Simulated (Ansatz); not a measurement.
# Molecular dynamics of CS₂

input.yaml

```yaml
crystal:
  lattice:
    - [8.434327, 0.0, 0.0]
    - [0.0, 8.434327, 0.0]
    - [0.0, 0.0, 8.434327]
  atoms:
    - { symbol: S, position: [0.80327928, 0.33835061, 0.34705338] }
    - { symbol: C, position: [0.79305969, 0.4233318, 0.17963926] }
    - { symbol: S, position: [0.7640643, 0.49666952, 0.01746261] }
    - { symbol: S, position: [1.04380173, -0.11820889, 0.26552852] }
    - { symbol: C, position: [0.96807601, -0.0197222, 0.12522172] }
    - { symbol: S, position: [0.91610047, 0.04748646, -0.04102916] }
    - { symbol: S, position: [0.3463321, 0.87144031, 0.77204279] }
    - { symbol: C, position: [0.19760964, 0.79127456, 0.69555268] }
    - { symbol: S, position: [0.06066149, 0.69200833, 0.6202569] }
    - { symbol: S, position: [0.41613625, 1.16305024, 0.31264203] }
    - { symbol: C, position: [0.46175168, 1.00901718, 0.21895412] }
    - { symbol: S, position: [0.51395806, 0.84586667, 0.1557646] }
    - { symbol: S, position: [0.22426743, 0.53436067, 1.16028481] }
    - { symbol: C, position: [0.22320425, 0.43509878, 1.00107645] }
    - { symbol: S, position: [0.21011933, 0.34741057, 0.84505313] }
    - { symbol: S, position: [0.71535526, 0.79644688, 0.6902764] }
    - { symbol: C, position: [0.61733932, 0.64174539, 0.66122716] }
    - { symbol: S, position: [0.50980198, 0.48928242, 0.64003229] }
basis:
  ecutwfc: 420.0
kpoints:
  mp_grid: { grid: [1, 1, 1] }
hamiltonian:
  xc: pbe
scf:
  occupations: { method: fermi_dirac, width: 0.02 }
  lower_state_search: "off"
md:
  timestep: 1
  n_steps: 400
  ensemble: nvt_langevin
  temperature: 250.0
  initial_velocities: maxwell_boltzmann
  seed: 288237
  friction: 0.02
```

Launched with:

```bash
$ ansatz run input.yaml --threads 1 --pin off --max-ram 3072MiB --backend cpu --events-out ev --progress --plain --runs-dir out
```

It goes on from the last frame of an earlier run, with new velocities.

Output, in part (step lines):

```
md step     0: t =     0.00 fs  T =   236.1 K  F+E_penalty+E_count = -12324.34492079 eV  E_kin = 0.549355 eV  (11 SCF iters)
md step     1: t =     1.00 fs  T =   219.6 K  F+E_penalty+E_count = -12324.36430344 eV  E_kin = 0.510923 eV  (8 SCF iters)
md step     2: t =     2.00 fs  T =   241.7 K  F+E_penalty+E_count = -12324.39095726 eV  E_kin = 0.562267 eV  (8 SCF iters)
md step     3: t =     3.00 fs  T =   252.4 K  F+E_penalty+E_count = -12324.41729069 eV  E_kin = 0.587355 eV  (8 SCF iters)
md step     4: t =     4.00 fs  T =   257.5 K  F+E_penalty+E_count = -12324.43551632 eV  E_kin = 0.599079 eV  (8 SCF iters)
md step     5: t =     5.00 fs  T =   242.0 K  F+E_penalty+E_count = -12324.44505390 eV  E_kin = 0.563167 eV  (6 SCF iters)
md step     6: t =     6.00 fs  T =   252.9 K  F+E_penalty+E_count = -12324.44769643 eV  E_kin = 0.588363 eV  (6 SCF iters)
md step     7: t =     7.00 fs  T =   238.7 K  F+E_penalty+E_count = -12324.44317650 eV  E_kin = 0.555326 eV  (6 SCF iters)
[... lines left out ...]
md step   400: t =   400.00 fs  T =   270.0 K  F+E_penalty+E_count = -12324.39139852 eV  E_kin = 0.628247 eV  (8 SCF iters)
```

The steps, from the saved trajectory:

```
time (fs)  T (K)  potential energy less start (eV)
      0.0    236                             0.000
     13.0    312                            -0.133
     26.0    233                            -0.219
     39.0    211                            -0.097
     52.0    305                            -0.212
     65.0    247                            -0.097
     78.0    228                            -0.171
     91.0    267                            -0.196
    104.0    202                            -0.077
    117.0    243                            -0.098
    130.0    259                            -0.065
    143.0    276                            -0.104
    156.0    264                            -0.132
    169.0    308                            -0.211
    182.0    293                            -0.140
    195.0    257                            -0.094
    208.0    321                            -0.067
    221.0    271                            -0.039
    234.0    289                            -0.079
    247.0    285                            -0.094
    260.0    326                            -0.137
    273.0    204                            -0.039
    286.0    255                            -0.033
    299.0    222                            -0.084
    312.0    249                            -0.074
    325.0    205                             0.001
    338.0    276                            -0.088
    351.0    306                            -0.028
    364.0    266                             0.070
    377.0    354                             0.011
    390.0    271                             0.015
```

All steps were run. A run of 0.4 ps of so small a system gives no equilibrium averages. Limits of this set-up: coarse k mesh.

Mean squared displacements from the first frame to the last, about the centre of mass: S 0.30 Å², C 0.19 Å².

Last frame:

```xyz
18
Lattice="8.4343 0.0000 0.0000 0.0000 8.4343 0.0000 0.0000 0.0000 8.4343" Properties=species:S:1:pos:R:3
S 6.904 2.752 3.074
C 6.596 3.102 1.593
S 6.093 3.514 0.166
S 9.156 -0.661 2.357
C 8.509 -0.210 1.024
S 7.911 0.246 -0.309
S 2.773 8.126 6.137
C 1.824 6.969 5.710
S 0.663 6.021 5.355
S 3.055 9.732 2.768
C 3.688 8.557 1.978
S 4.373 7.420 1.218
S 1.780 4.857 8.944
C 1.604 3.798 7.823
S 1.260 2.814 6.606
S 6.238 6.829 5.694
C 5.111 5.808 5.381
S 3.986 4.721 5.075
```

The run took 10 min on 1 thread of Intel(R) Xeon(R) 6975P-C (Granite Rapids) (shared host), peak memory 0.57 GiB.
